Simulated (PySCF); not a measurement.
**Shifts of the heteroatoms**

Bonds (- single, = double, # triple, : aromatic): C1-Si2, Si2-Si3, Si2-C4, C4#N5, Si2-C6, C6-N7, C6=O8. C1 carries H9, H10, H11; Si3 carries H12, H13, H14; N7 carries H15, H16. Stereochemistry as in C[Si@]([SiH3])(C#N)C(N)=O.

Gas phase, one averaged value for each set of equivalent atoms, a single conformation, relativity neglected. GFN2-xTB structure; σ from GIAO-PBE0/pcSseg-1; PySCF 2.14.0 with density-fitted response routines.

Task: Predict the $^{29}$Si NMR data.

Result: 
| atoms | environment | σ (ppm) | δ (ppm) |
| --- | --- | --- | --- |
| Si2 | silicon bonded to 3 C, Si | 410.1 | -57.1 |
| Si3 | silicon bonded to Si, 3 H | 461.4 | -99.3 |

Shieldings were converted by a linear fit to measured shifts: $^{29}$Si (scatter 8.9 ppm rms, 25.8 ppm with the 6 outliers that the fit left out vs TMS, solution or neat liquid). A few per cent of atoms miss by over 2 rms, more outside the fitted compound classes.

On a 300 MHz spectrometer $^{29}$Si resonates near 59.6 MHz, so 1 ppm is 59.6 Hz.

Task: Predict the $^{15}$N NMR data.

Result: 
| atoms | environment | σ (ppm) | δ (ppm) |
| --- | --- | --- | --- |
| N5 | nitrile nitrogen | -97.4 | -58.3 |
| N7 | amide-type nitrogen | 134.0 | -271.6 |

Shieldings were converted by a linear fit to measured shifts: $^{15}$N: δ = -148.07 − 0.921σ (rms 6.3 ppm, 71 shifts vs CH3NO2, solution or neat liquid). Occasional misses reach two or three times the rms, and more in compound classes unlike the fitted ones.

On a 300 MHz spectrometer $^{15}$N resonates near 30.4 MHz, so 1 ppm is 30.4 Hz.

Task: Predict the $^{17}$O NMR data.

Result: 
```
atoms                 environment  σ (ppm)  δ (ppm)
   O8  amide-type carbonyl oxygen   -156.2    409.0
```

Shieldings were converted by a linear fit to measured shifts: $^{17}$O (scatter 10.7 ppm rms, 12.2 ppm with the 3 outliers that the fit left out vs liquid water, solution or neat liquid). Occasional misses reach two or three times the rms, and more in compound classes unlike the fitted ones.

On a 400 MHz spectrometer $^{17}$O resonates near 54.2 MHz, so 1 ppm is 54.2 Hz.

Hydrogen bonding in solution shields acid and N–H amide carbonyl oxygens by tens of ppm.
